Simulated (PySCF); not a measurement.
# Relaxation of quintet WCl2

Computed with UPBE0 in PySCF with W def2-SVP with ECP60, Cl def2-SVP; scalar-relativistic core potentials, no spin–orbit coupling; density-fitted integrals. A (50,194) grid was used.

A hand-made linear start, of D∞h symmetry, held to at least that symmetry:

```xyz
3
charge 0 multiplicity 5, angstrom
W     0.0000    0.0000    0.0000
Cl    0.0000    0.0000    2.3600
Cl    0.0000    0.0000   -2.3600
```

Task: What does it relax to?

Result: It ends at D∞h with W–Cl 2.301 Å (×2); Cl–W–Cl 180.0°. A frequency run shows 1 imaginary mode, down to 61i cm⁻¹, so it is a saddle point. Other isomers or separated fragments may lie lower.

Task: How much energy is released, and in how many steps?

Result: 5.6 kJ/mol in 3 steps.

Open d and f shells are described by one determinant, and the ground state may have another occupation or spin. With an element this heavy the missing spin–orbit coupling can shift these numbers.
